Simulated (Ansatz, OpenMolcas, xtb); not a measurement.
**C2H5GeN (SMILES C1=[N][GeH2][CH2]1): the vertical energy of the triplet above the singlet, rung by rung**

C2H5GeN has 9 atoms, charge 0, and is taken as a singlet. As SMILES, `C1=[N][GeH2][CH2]1`. Geometry: relaxed at PBE0-D4/def2-TZVP.

Each level gives the vertical energy of the triplet above the singlet (eV). The values are calculated.

| level | kind | program | value (eV) |
| --- | --- | --- | --- |
| GFN1-xTB | semi-empirical | xtb | 3.93 |
| HF/def2-SVP | Hartree–Fock | OpenMolcas | 3.30 |
| SVWN5/def2-SVP | LDA | OpenMolcas | 4.07 |
| PBE/def2-SVP | GGA | OpenMolcas | 3.96 |
| M06-L/def2-SVP | meta-GGA | OpenMolcas | 3.91 |
| BHLYP/def2-SVP | global hybrid | OpenMolcas | 3.85 |
| r2SCAN0/def2-SVP | hybrid meta-GGA | Ansatz | 3.72 |
| CAM-B3LYP/def2-SVP | range-separated hybrid | Ansatz | 3.95 |
| RPA@PBE0/def2-SVP | RPA | Ansatz | 4.17 |
| CCSD/def2-SVP | coupled cluster or CI | Ansatz | 4.17 |

All-electron rows without a relativistic Hamiltonian named are non-relativistic. The values span 3.30 to 4.17 eV. GFN1-xTB: no spin polarisation, so open shells miss the exchange term that lowers them. In the correlated wave-function rows the outer d shell of Ge is correlated, in sets not made for it.
